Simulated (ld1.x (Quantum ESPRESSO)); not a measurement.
molybdenum ultrasoft: all-electron and pseudo phase curves

```json
{
  "Element": "molybdenum",
  "Generator": "ld1.x (Quantum ESPRESSO) 7.5",
  "Type": "ultrasoft",
  "Functional": "PBE",
  "Relativity": "scalar-relativistic",
  "Frozen core": "[Kr]",
  "Valence charge": "6",
  "Reference configuration": "4d5 5s1 5p0",
  "Partial waves": "5s (bound): rcut 2.45, rcutus 2.75 bohr; 5s channel at 4.35 Ry: rcut 2.45, rcutus 2.75 bohr; 5p (bound, empty): rcut 3.95, rcutus 4.25 bohr; 5p channel at 0.25 Ry: rcut 3.95, rcutus 4.25 bohr; 4d (bound): rcut 1.80, rcutus 2.10 bohr; 4d channel at 1.2 Ry: rcut 1.80, rcutus 2.10 bohr",
  "Local potential": "all-electron potential smoothed inside 1.70 bohr (lloc = -1)",
  "Core correction": "a·sin(br)/r model core, default radius (core density twice the valence density)",
  "Augmentation charge": "PSQ, radius 1.80 bohr"
}
```

The phase is arctan(r·u′/u) with u = r·R(r), unwrapped; energies in Ry, scanned from -2 to 5 Ry. A pole is an energy at which the radial function vanishes at the test radius. The pseudo phase is shifted by a multiple of π to meet the all-electron one at the reference energy, and phase errors are pseudo minus all-electron; the curves can meet again beyond the range given. Levels narrower than the energy grid can be missing from the lists of poles. Where the grid stepped over a known ghost or core level, its pole and its step of π were put in at the level’s energy.

Task: For each channel, where are the poles, and over which energies does the pseudopotential scatter like the atom?

Result:

```
channel  radius (bohr)  reference energy (Ry)  poles, all-electron      poles, pseudo  unbroken range about the reference energy with phases within 0.05 rad  phase error 1 Ry above the reference energy (rad)
      s           4.62                  -0.30          -0.04, 2.30        -0.04, 2.30                                                        the whole range                                             -0.002
      p           4.62                  -0.08           0.44, 2.92  -1.87, 0.44, 2.79                                                            -1.8 to 3.4                                             +0.000
      d           4.62                  -0.28    -0.24, 1.40, 4.13  -0.24, 1.40, 4.07                                                        the whole range                                             +0.000
```

Note: ghost states, extra bound levels that the all-electron valence spectrum of the same l lacks: s at -57.1 eV, p at -25.4 eV. A true bound ghost makes a file unfit for plane-wave use.

Phases in the d channel:

| E (Ry) | all-electron | pseudo |
| --- | --- | --- |
| -2.00 | 1.419 | 1.419 |
| -1.52 | 1.397 | 1.397 |
| -1.04 | 1.361 | 1.361 |
| -0.56 | 1.270 | 1.270 |
| -0.08 | -1.840 | -1.840 |
| 0.40 | -2.575 | -2.575 |
| 0.88 | -4.463 | -4.463 |
| 1.36 | -4.701 | -4.701 |
| 1.84 | -4.824 | -4.824 |
| 2.32 | -5.081 | -5.083 |
| 2.80 | -7.296 | -7.313 |
| 3.28 | -7.720 | -7.724 |
| 3.76 | -7.812 | -7.817 |
| 4.24 | -7.865 | -7.872 |
| 4.72 | -7.915 | -7.931 |
